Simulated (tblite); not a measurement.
Isomers of C4H11FN2Si. Level: GFN2-xTB in tblite, geometry and Hessian alike; calculated harmonic values, unscaled, isolated species. The method is semi-empirical: single wavenumbers can be off by several per cent or more. Modes of hydrogen on silicon can be 10 to 20 % off. One conformer each.

Electronic energies: GFN2-xTB at the same geometries; isomer energies are rough at this level and their order can be wrong.

| SMILES | electronic energy, lowest = 0 (kcal/mol) |
| --- | --- |
| FCC[C@@H]1CN[SiH2]N1 | 15.8 |
| C=CCCN[Si@@H](N)F | 3.0 |
| N[C@@H]1CC[C@@H]1N[SiH2]F | 0.0 |

Problem. How do GFN2-xTB zero-point energies change the relative energies?

Solution. 
```csv
SMILES,ZPE (kcal/mol),of it from modes above 1550 cm⁻¹,electronic (kcal/mol),"with ZPE, lowest = 0 (kcal/mol)",lowest mode (cm⁻¹),rings
N[C@@H]1CC[C@@H]1N[SiH2]F,95.0,49.1,0.0,0.0,50,1
C=CCCN[Si@@H](N)F,94.4,50.9,3.0,2.4,38,0
FCC[C@@H]1CN[SiH2]N1,95.0,45.6,15.8,15.9,53,1
```

The zero-point energies span 0.6 kcal/mol, from `C=CCCN[Si@@H](N)F` to `FCC[C@@H]1CN[SiH2]N1`. The order is unchanged.

Problem. What do entropy and thermal enthalpy add at 298.15 K and 1 bar (rigid rotor, harmonic oscillator, one conformer each)?

Solution. 
```csv
SMILES,point group,symmetry number,S (cal/(mol K)),H − H(0) (kcal/mol),ZPE + H − H(0) − TS (kcal/mol)
N[C@@H]1CC[C@@H]1N[SiH2]F,C1,1,98.2,6.78,72.5
C=CCCN[Si@@H](N)F,C1,1,106.8,7.76,70.3
FCC[C@@H]1CN[SiH2]N1,C1,1,94.7,6.46,73.3
```
